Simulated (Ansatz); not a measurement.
Cost and result for the atomization energy of BH7SSi2 (11 atoms, 11 bonds).

```xyz
11

B    -1.614   -0.712    0.654
Si    0.319   -0.573    0.322
Si    1.287    0.419   -1.554
S    -0.897    1.067    1.305
H    -2.312   -0.460   -0.285
H    -2.013   -1.378    1.562
H     1.326   -0.956    1.350
H     0.225    1.154   -2.289
H     1.854   -0.633   -2.441
H     2.373    1.362   -1.176
H    -0.550    0.712    2.554
```

The species carries charge 0 and has multiplicity 1. The bonds changed during the relaxation, so this is another structure than the one it started from. All single points use the PBE0-D4/def2-TZVP geometry. It is one conformer, not always the lowest. Program: Ansatz. All runs use 4 threads of an Arm Neoverse V1 on a shared host. Times are those of one run each, without the atoms' runs, and a repeat can differ threefold. Electronic energies, without spin–orbit coupling; frozen cores. CCSD(T)/CBS adds CCSD(T) − MP2 in def2-TZVPP to the MP2 limit, and its time is that of the two runs behind it. T1 = 0.013. B3LYP takes the VWN-RPA correlation (the form of Gaussian; ORCA's B3LYP/G).

CCSD(T)/CBS is a level of theory with its own doubt, some kJ/mol a heavy atom from the limit and from the frozen cores, so smaller differences don't rank the functionals.

| level | functions | wall time | atomization (kJ/mol) | difference from CCSD(T)/CBS | per bond |
| --- | --- | --- | --- | --- | --- |
| PBE-D4/def2-TZVPP (with forces) | 255 | 2.6 s | 3318.9 | 19.7 | 1.8 |
| PBE0-D4/def2-TZVPP | 255 | 3.5 s | 3301.0 | 1.8 | 0.2 |
| B3LYP-D4/def2-TZVPP (with forces) | 255 | 4.9 s | 3302.6 | 3.4 | 0.3 |
| r2SCAN-D4/def2-TZVPP (with forces) | 255 | 5.5 s | 3332.5 | 33.3 | 3.0 |
| B2PLYP/def2-TZVPP | 255 | 5.5 s | 3249.6 | -49.6 | -4.5 |
| ωB97X-V/def2-TZVPP | 255 | 8.5 s | 3334.8 | 35.6 | 3.2 |
| ωB97M-V/def2-TZVPP (with forces) | 255 | 14 s | 3318.1 | 18.9 | 1.7 |
| MP2/def2-QZVPP | 477 | 22 s | 3259.8 | -39.4 | -3.6 |
| CCSD(T)/def2-TZVPP | 255 | 89 s | 3215.2 | -84.0 | -7.6 |
| CCSD(T)/CBS(def2) | – | 110 s | 3299.2 | 0.0 | 0.0 |

From PBE to PBE0 (25 % exact exchange), in def2-TZVPP and without D4, the atomization energy moves by −13.9 kJ/mol: exact exchange takes away binding that semilocal exchange gives to molecules. The D4 term adds +45.1 kJ/mol with B3LYP and +23.6 kJ/mol with PBE0; it sums over pairs of atoms, weighted by their polarisabilities, and B3LYP, whose exchange is more repulsive, gets the larger term. In def2-TZVPP, CCSD(T) changes the Hartree–Fock value by +742.1 kJ/mol (the triples alone add +43.3 kJ/mol) and MP2 by +737.4 kJ/mol; breaking electron pairs costs correlation energy, which Hartree–Fock lacks.
